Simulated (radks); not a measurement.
Results of a calculation; reference values are marked as such.
Task: Ionisation of Cl15+, [He], to Cl16+, 1s1, under several functionals. Non-relativistic Kohn-Sham, spin-unpolarised, spherical densities, point nucleus; a radial shooting solver on a logarithmic mesh with Libxc functionals. Known Delta-SCF values: HCTH/407 3667.4 eV; OLYP 3669.5 eV. What does exchange-only B88 give, and what is its highest occupied eigenvalue?

Result: 3668.5 eV by Delta-SCF; the 1s eigenvalue is -3542.6 eV. NIST: 3658.3 eV (theoretical).

Beside tabulated values, note that spin-unpolarised runs miss the spin-polarisation part of the exchange energy of open shells.
